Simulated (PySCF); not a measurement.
# Electron correlation in F⁺ (fluorine, charge +1)

[He] 2s2 2p4, high-spin 3P determinant. All numbers are calculated (PySCF 2.14, scalar relativity by spin-free X2C-1e, in x2c-TZVPPall with one added diffuse shell each of s, p, d type (6s4p3d1f, 40 functions)). Frozen: nothing; 8 electrons correlated.

MP2 pair energies summed by pair of shells (mhartree):

```tsv
pair	energy	share (%)
2p-2p	-66.64	41.7
2s-2p	-64.95	40.6
1s-1s	-11.94	7.5
2s-2s	-9.77	6.1
1s-2p	-4.24	2.7
1s-2s	-2.32	1.4
```

Total MP2 correlation energy: -159.86 mhartree.

Same-spin part -36.13 and opposite-spin part -123.74 mhartree; SCS-MP2 scales them by 1/3 and 6/5 to -160.53 mhartree.

This basis was not built for core-valence correlation, so the inner-shell part is incomplete.
